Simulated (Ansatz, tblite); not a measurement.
Forces on GeEt3(NMeEt) (C₉H₂₃GeN) at its PBE-D4/def2-SVP geometry. Total charge 0; singlet.

The xTB rows come from tblite.

GFN1-xTB (tblite), largest force 1.19 eV/Å:

```xyz
34
positions Å, forces eV/Å
Ge   -0.035    0.058   -0.585   -0.115    0.187   -0.202
C    -1.339    1.539   -0.721   -0.336   -0.044   -0.261
C    -1.035    2.699    0.232    0.045    0.474    0.285
H    -2.359    1.135   -0.547    0.363    0.360   -0.021
H    -1.330    1.878   -1.780   -0.055    0.036    0.466
H    -1.789    3.511    0.158    0.325   -0.489   -0.027
H    -1.010    2.359    1.288   -0.060    0.098   -0.519
H    -0.044    3.151    0.020   -0.468   -0.260    0.025
C     1.798    0.730   -0.913    0.309   -0.149    0.250
C     1.927    1.504   -2.230    0.157    0.315   -0.449
H     2.496   -0.135   -0.902   -0.149    0.475   -0.098
H     2.078    1.366   -0.047    0.024   -0.175   -0.443
H     2.964    1.860   -2.403   -0.498   -0.239    0.205
H     1.650    0.880   -3.106    0.110    0.222    0.488
H     1.270    2.398   -2.249    0.292   -0.459    0.090
C    -0.474   -1.380   -1.885    0.186   -0.184   -0.334
C    -1.839   -2.033   -1.643   -0.503   -0.313   -0.013
H     0.339   -2.136   -1.827   -0.426    0.188   -0.093
H    -0.417   -0.945   -2.908   -0.124   -0.305    0.415
H    -2.060   -2.832   -2.382    0.236    0.423    0.321
H    -1.895   -2.494   -0.635    0.106    0.240   -0.482
H    -2.667   -1.295   -1.707    0.473   -0.289    0.016
N    -0.088   -0.550    1.182    0.390    0.329    0.305
C    -1.346   -0.706    1.879   -0.915   -0.354    0.671
C     0.992   -1.382    1.689    0.211   -1.013   -0.062
C     1.609   -0.868    2.997    0.074    0.300    0.493
H    -1.741   -1.756    1.858    0.307    0.557   -0.055
H    -1.269   -0.418    2.954    0.105   -0.150   -0.596
H    -2.127   -0.055    1.436    0.403   -0.258    0.097
H     0.641   -2.438    1.842    0.118    0.575    0.031
H     1.794   -1.446    0.923   -0.268    0.135    0.282
H     2.419   -1.541    3.348   -0.440    0.330   -0.322
H     2.032    0.148    2.854   -0.217   -0.513    0.023
H     0.854   -0.807    3.808    0.342   -0.052   -0.485
```

GFN2-xTB (tblite), largest force 0.84 eV/Å:

```
Ge -0.137 -0.073 0.603
C -0.594 0.328 -0.235
C 0.071 0.416 0.276
H 0.499 0.376 -0.018
H -0.018 -0.025 0.612
H 0.364 -0.517 -0.023
H -0.067 0.076 -0.676
H -0.583 -0.355 0.018
C 0.718 0.067 0.169
C 0.107 0.284 -0.413
H -0.257 0.555 -0.128
H -0.055 -0.256 -0.574
H -0.553 -0.254 0.202
H 0.143 0.266 0.622
H 0.353 -0.581 0.136
C 0.080 -0.506 -0.664
C -0.451 -0.267 0.005
H -0.541 0.270 -0.067
H -0.163 -0.335 0.562
H 0.233 0.462 0.366
H 0.163 0.317 -0.586
H 0.598 -0.341 0.009
N 0.131 0.023 0.070
C -0.507 -0.120 0.359
C 0.050 -0.565 -0.125
C 0.134 0.274 0.489
H 0.329 0.540 -0.037
H 0.108 -0.146 -0.602
H 0.556 -0.347 0.124
H 0.073 0.563 0.017
H -0.422 0.179 0.350
H -0.499 0.387 -0.323
H -0.276 -0.636 0.035
H 0.414 -0.061 -0.553
```

PBE-D4/def2-TZVP (Ansatz), largest force 0.36 eV/Å:

```
Ge -0.024 -0.005 0.012
C -0.269 0.016 -0.188
C 0.072 0.197 0.176
H 0.266 0.116 -0.031
H 0.006 -0.071 0.277
H 0.184 -0.218 0.008
H -0.018 0.082 -0.278
H -0.259 -0.121 0.044
C 0.278 -0.050 0.204
C 0.009 0.145 -0.250
H -0.177 0.232 -0.018
H -0.073 -0.156 -0.241
H -0.262 -0.101 0.062
H 0.073 0.150 0.239
H 0.168 -0.238 0.017
C 0.189 -0.112 -0.245
C -0.260 -0.111 0.061
H -0.225 0.183 -0.013
H -0.032 -0.117 0.270
H 0.074 0.206 0.180
H 0.031 0.125 -0.265
H 0.233 -0.184 0.010
N 0.033 0.060 0.018
C -0.302 -0.033 0.185
C 0.139 -0.295 -0.116
C 0.057 0.128 0.221
H 0.125 0.247 -0.016
H 0.006 -0.066 -0.281
H 0.224 -0.167 0.094
H 0.067 0.269 -0.029
H -0.207 0.037 0.193
H -0.207 0.161 -0.110
H -0.115 -0.286 0.029
H 0.196 -0.022 -0.221
```
